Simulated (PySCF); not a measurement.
CF3, SMILES F[C](F)F (connectivity only; charge and spin as stated), charge +1, multiplicity 1. The structure is a stationary point at TPSSh-D3(BJ)/def2-TZVP. The spin state was assumed, not searched. The isomer is the one that the SMILES or the coordinates give; other isomers of the formula were not compared.

Level of theory: TPSSh-D3(BJ)/def2-TZVP (PySCF).

Harmonic wavenumbers (cm⁻¹): 579, 579, 786, 1038, 1654, 1655. Rotational constants (GHz): 11.56, 11.56, 5.782; symmetry number 6.

Q: Work out the zero-point energy and the ideal-gas rigid-rotor harmonic-oscillator thermochemistry at 298.15 K and 1 atm.

A: ZPE = ½ Σ hcν = ½ × 6291 cm⁻¹ = 8.99 kcal/mol. H − E(el) = 11.65 kcal/mol. Entropy in cal/(mol K): translation 38.61, rotation 19.98, vibration 1.29, total 59.88. G − E(el) = -6.20 kcal/mol. Cp = 11.20 cal/(mol K).
